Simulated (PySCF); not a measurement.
Simulation results for ClGeHO

All values are calculated (PySCF 2.14.0). Calculation on a computer-drawn molecule: vertical ionisation energy to the stated ion spin, frozen-core CCSD(T) at the basis limit and cheaper methods, single-reference cases, UHF for radicals, no spin-orbit; all values are single points at the evaluated structure, the first of each entry, which is the reference or a displaced copy of it and isn't optimised; the reference structure only sets the zero of the energies above reference; triples share is (T) over the correlation energy; on germanium a core potential holds 10 electrons, which the energies leave out, and 3d is frozen in MP2 and coupled-cluster steps.

### ClGeHO

Evaluated structure:
```xyz
4
ClGeHO
O      0.5074     1.1619     1.3725
Ge    -0.9743     0.8558     0.4339
Cl    -2.3917     0.8964     2.1876
H      1.3223     1.2445     0.8098
```

Reference structure:
```xyz
4
ClGeHO
O      0.4701     1.1763     1.3714
Ge    -1.0029     0.8501     0.4389
Cl    -2.4002     0.9099     2.1433
H      1.2726     1.2096     0.8670
```

Here we set charge 0, multiplicity 1, ion multiplicity 2, diffuse functions no, basis cc-pV(n+d)Z, basis and core potential on germanium cc-pVnZ-PP ECP10MDF, reference is the Hartree-Fock double-zeta minimum, best is HF at quadruple zeta + MP2 correlation extrapolated from triple and quadruple zeta + CCSD(T) minus MP2 at triple zeta and basis step is the size of the change from the same recipe one zeta lower.

Drawn bonds:
| atom | other atom | order |
| --- | --- | --- |
| 1 | 2 | 1 |
| 2 | 3 | 1 |
| 1 | 4 | 1 |

Questions
1. Estimate the total energy CCSD(T) triple zeta of ClGeHO.
2. Estimate the dipole magnitude r2SCAN at triple zeta of ClGeHO.

Calculated values
1. -829.0341 hartree
2. 3.672 debye

Further results for ClGeHO:

- ionisation energy best: 10.29 eV
- ionisation energy basis step: 0.1059 eV
- energy above reference best: 0.9289 kcal/mol
- energy above reference basis step: 0.2649 kcal/mol
- ionisation energy Koopmans at triple zeta: 10.46 eV
- ionisation energy EOM CCSD at triple zeta: 10.18 eV
- total energy HF triple zeta: -828.4602 hartree
- total energy best: -829.1259 hartree
- T1 diagnostic at triple zeta: 0.01609
- D1 diagnostic at triple zeta: 0.05213
- ion T1 diagnostic at triple zeta: 0.026
- ion D1 diagnostic at triple zeta: 0.07608
- ion spin squared at triple zeta: 0.8157
- triples share at triple zeta: 0.0411
- basis functions triple zeta: 122
- dipole magnitude HF at triple zeta: 4.035 debye
- dipole magnitude CCSD unrelaxed at triple zeta: 3.726 debye
- dipole magnitude PBE at triple zeta: 3.592 debye
- dipole magnitude B3LYP at triple zeta: 3.796 debye
- dipole magnitude wB97X at triple zeta: 3.945 debye

Triple zeta:
| method | ionisation energy (eV) | energy above reference (kcal/mol) |
| --- | --- | --- |
| HF | 9.487 | 2.396 |
| PBE | 9.877 | -0.06974 |
| r2SCAN | 10.03 | 0.8289 |
| B3LYP | 10.13 | 0.4735 |
| wB97X | 10.3 | 1.218 |
| MP2 | 10.17 | 0.8081 |
| CCSD | 10.12 | 1.076 |
| CCSD(T) | 10.08 | 0.8058 |
